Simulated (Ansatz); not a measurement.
The same path of C3H10O2Si (16 atoms, charge 0, multiplicity 1) was run twice with different band settings. The coordinate that changes most is the dihedral H13–C3–O4–Si5.

These are results of RHF/6-31G* in Ansatz 0.2.0, not measurements.

Relaxed end points:

```xyz
16
Properties=species:S:1:pos:R:3
C 0.636 -1.585 1.416
C 0.723 -1.513 -0.107
C 0.700 -0.092 -0.644
O -0.523 0.523 -0.317
Si -0.962 2.051 -0.710
O -2.477 2.271 -0.132
H -0.282 -1.134 1.773
H 0.659 -2.615 1.757
H 1.468 -1.064 1.880
H -0.102 -2.062 -0.552
H 1.640 -1.988 -0.448
H 1.523 0.479 -0.221
H 0.827 -0.103 -1.724
H -0.948 2.231 -2.173
H -0.036 3.023 -0.103
H -2.867 1.555 0.350
```

```xyz
16
Properties=species:S:1:pos:R:3
C 0.275 -1.928 1.078
C 0.847 -1.262 -0.172
C 1.019 0.244 -0.025
O -0.203 0.891 0.236
Si -1.247 1.559 -0.829
O -2.015 2.806 -0.097
H -0.702 -1.527 1.321
H 0.174 -2.999 0.932
H 0.923 -1.770 1.935
H 0.205 -1.465 -1.026
H 1.820 -1.688 -0.407
H 1.679 0.463 0.807
H 1.476 0.656 -0.922
H -2.299 0.626 -1.252
H -0.467 2.001 -2.003
H -1.508 3.371 0.469
```

Common settings: movable images 9; climbing image yes; spring 5.0 eV/Å²; optimiser quadratic models (default); start path IDPP; iteration limit 60; end points relaxed.

| run | force threshold |
| --- | --- |
| 1 | 0.05 eV/Å |
| 2 | 0.5 eV/Å |

(1) What does each run give, and how far can it be trusted?

Results:

(1) Run 1: converged after 5 iterations, highest image 0.021 eV above the first end. A vibrational analysis at the climbing image gives no mode beyond 40i cm⁻¹: the surface is too flat there to confirm a saddle point.
Run 2: converged after 3 iterations, highest image 0.032 eV above the first end. The threshold of 0.5 eV/Å is loose, so the images may lie well off the minimum-energy path. The order of the stationary point at the top wasn't checked.
